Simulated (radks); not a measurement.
Values are calculated unless marked as measured or tabulated.
Neutral magnesium inside a hard spherical wall (all orbitals vanish at R), configuration held at [Ne] 3s2 and not refilled when levels cross. Level of theory: non-relativistic Kohn-Sham, PBE, spin-unpolarised, spherical densities, point nucleus (a radial shooting solver on a logarithmic mesh with Libxc functionals). Eigenvalues in eV, with the zero of energy where the potential of the charges vanishes at infinity; a dash marks a level that is unbound or too diffuse for the functional's potential to be trusted. A positive occupied level is held by the wall or, in an anion where self-interaction has pushed it up, behind a barrier. The pressure on the wall is -dE/dV.

| R (bohr) | E (hartree) | kinetic (hartree) | e(1s) | e(2s) | e(2p) | e(3s) | e(3p, empty) | e(4s, empty) | pressure (GPa) |
|---|---|---|---|---|---|---|---|---|---|
| free | -199.95512 | 199.594 | -1257.2 | -79.552 | -46.656 | -4.699 | -1.337 | - | 0 |
| 15 | -199.95511 | 199.594 | -1257.2 | -79.552 | -46.655 | -4.699 | -1.332 | 0.256 | < 0.0001 |
| 12 | -199.95506 | 199.595 | -1257.2 | -79.544 | -46.648 | -4.693 | -1.301 | 0.775 | 0.000993 |
| 6 | -199.91619 | 199.798 | -1255.5 | -77.978 | -45.086 | -3.416 | 0.921 | 11.362 | 2.68 |
| 5 | -199.84238 | 200.079 | -1253.8 | -76.383 | -43.497 | -1.706 | 3.385 | 20.368 | 11.3 |
| 4 | -199.61663 | 200.781 | -1250.6 | -73.440 | -40.571 | 2.637 | 9.119 | 39.712 | 56.3 |
| 3.5 | -199.34818 | 201.527 | -1247.8 | -71.101 | -38.245 | 7.284 | 14.851 | 58.096 | 140 |
| 2.5 | -197.65667 | 205.936 | -1236.0 | -62.135 | -29.127 | 33.397 | 43.845 | 145.06 | 1300 |
| 2 | -194.69404 | 213.506 | -1219.1 | -51.164 | -17.418 | 74.264 | 84.703 | 259.98 | 5630 |
| 1.5 | -185.20959 | 236.344 | -1175.3 | -22.917 | 13.069 | 188.32 | 189.27 | 540.65 | 35800 |
